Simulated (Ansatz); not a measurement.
`[Cl][SnH2][GeH3]`, charge 0, multiplicity 1.

(1) Give a relaxed structure at PBE0-D4/def2-TZVP (the Gaussian-basis code of Ansatz). (Best estimate.)

## Answers

(1) Computed: 
Z-matrix (Å, degrees):
```
Sn
Ge 1 2.595
Cl 1 2.345 2 105.3
H 1 1.706 2 114.8 3 -115.1
H 1 1.706 2 114.9 3 115.1
H 2 1.537 1 109.9 3 179.7
H 2 1.534 1 109.1 3 59.8
H 2 1.534 1 109.1 3 -60.3
```
Point group Cs.
